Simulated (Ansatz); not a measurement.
`N[SiH2][NH][InH2]`, charge 0, multiplicity 1.

Question: Give a relaxed structure at PBE0-D4/def2-TZVP (the Gaussian-basis code of Ansatz). (Best estimate.)

Answer: Computed: 
Cartesian coordinates in Å:
```
N -0.009 -0.551 -1.074
Si -0.077 1.173 -0.551
N -0.018 0.905 1.096
In 0.105 -1.211 1.223
H -0.830 -0.888 -1.561
H 0.803 -0.805 -1.623
H 1.073 1.866 -1.205
H -1.322 1.756 -1.135
H -0.033 1.593 1.827
H 1.697 -1.833 1.448
H -1.389 -2.005 1.555
```
Point group Cs.
This is one stationary point; other conformers may exist.
